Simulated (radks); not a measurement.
Results of a calculation; reference values are marked as such.
Task: Species: the nickel ion Ni+. Configuration: [Ar] 3d9 (the NIST ground configuration). Code: a radial shooting solver on a logarithmic mesh with Libxc functionals. Model: scalar-relativistic Kohn-Sham, PBE, spin-polarised, spherical densities, finite nucleus; open shells are filled with parallel spins first; Fermi nuclear charge, rms radius 3.7757 fm. Some entries of the table are withheld. Estimate them.

| orbital | occ. | eigenvalue (hartree) | <r> (bohr) | <1/r> (bohr^-1) |
|---|---|---|---|---|
| 1s down | 1 | -301.9135 | 0.05409 | 28.09 |
| 1s up | 1 | -301.9134 | 0.05409 | 28.09 |
| 2s up | 1 | -36.18258 | 0.2449 | 6.070 |
| 2s down | 1 | -36.16360 | 0.2449 | 6.072 |
| 2p up | 3 | -31.14328 | 0.2153 | 5.957 |
| 2p down | 3 | -31.12902 | 0.2152 | 5.959 |
| 3s up | 1 | -4.21997 | (1) | 1.910 |
| 3s down | 1 | -4.18068 | (2) | 1.908 |
| 3p up | 3 | -2.76786 | 0.7848 | 1.758 |
| 3p down | 3 | -2.72935 | 0.7860 | 1.755 |
| 3d up | 5 | -0.49245 | 1.063 | 1.314 |
| 3d down | 4 | -0.45856 | 1.085 | 1.299 |

Result: 
(1) 3s up <r> (bohr): 0.7435
(2) 3s down <r> (bohr): 0.7442
